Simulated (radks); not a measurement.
Q: Ce+, 57 electrons, occupied as [Xe] 4f1 5d2. Calculated with a radial shooting solver on a logarithmic mesh with Libxc functionals: Dirac Kohn-Sham, LDA (Slater exchange, VWN5 correlation), spin-unpolarised, spherical densities, finite nucleus; open shells fill j = l - 1/2 first; Fermi nuclear charge, rms radius 4.8771 fm.

Spin-orbit splittings of the eigenvalues, e(l+1/2) - e(l-1/2), with zeta = 2 splitting/(2l+1) and mean radii in bohr:

| shell | occ. | splitting (eV) | zeta (eV) | <r> j=l-1/2 | <r> j=l+1/2 |
|---|---|---|---|---|---|
| 2p | 6 | 446.0 | 297.3 | 0.08798 | 0.09418 |
| 3p | 6 | ? | ? | 0.2683 | 0.2805 |
| 3d | 10 | 18.83 | 7.533 | 0.2515 | 0.2553 |
| 4p | 6 | 18.95 | 12.63 | 0.6563 | 0.6839 |
| 4d | 10 | 3.318 | 1.327 | 0.7392 | 0.7490 |
| 4f | 1 | 0.3315 | 0.09470 | 1.105 | 1.118 |
| 5p | 6 | 2.761 | 1.841 | 1.712 | 1.798 |
| 5d | 2 | 0.2065 | 0.08260 | 2.821 | 2.876 |

Estimate the 3p splitting.

A: 87.60 eV (zeta = 58.40 eV).
